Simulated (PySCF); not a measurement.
Molecule: Methyldichlorosilane, CH4Cl2Si.

Geometry:
| atom | x (Å) | y (Å) | z (Å) |
| --- | --- | --- | --- |
| C1 | -1.005 | -0.223 | -0.054 |
| Si2 | 0.794 | 0.169 | 0.168 |
| Cl3 | 1.928 | -1.212 | -0.866 |
| Cl4 | 1.194 | 2.049 | -0.586 |
| H5 | -1.278 | -0.187 | -1.119 |
| H6 | -1.222 | -1.232 | 0.330 |
| H7 | -1.626 | 0.505 | 0.492 |
| H8 | 1.234 | 0.150 | 1.585 |

Geometry PBE0-D3(BJ)/def2-SVP throughout; GIAO in PySCF 2.14.0 with density-fitted response routines, gas phase, one conformer, non-relativistic; equivalent atoms averaged; functional PBE0.

For orientation, 6-31G gives these shifts δ (against TMS, HCl at the same level): C1 6.8, Si2 67.6, Cl3/Cl4 8.0, H8 5.53, H5/H6/H7 0.70 ppm.

A run gave: C1 6.9, Si2 30.6, Cl3/Cl4 54.4, H8 5.87, H5/H6/H7 0.60 ppm (shifts δ (against TMS, HCl at the same level)).

Q: Which basis set was used in that run?
A. IGLO-III
B. aug-cc-pVDZ
C. 6-311+G(2d,p)
D. def2-SVP
E. 6-31G*

A: D. Cl3/Cl4 tells them apart best: def2-SVP gives 54.4, 6-311+G(2d,p) gives 85.6, aug-cc-pVDZ gives 67.8, IGLO-III gives 75.7, 6-31G* gives 27.3 ppm.
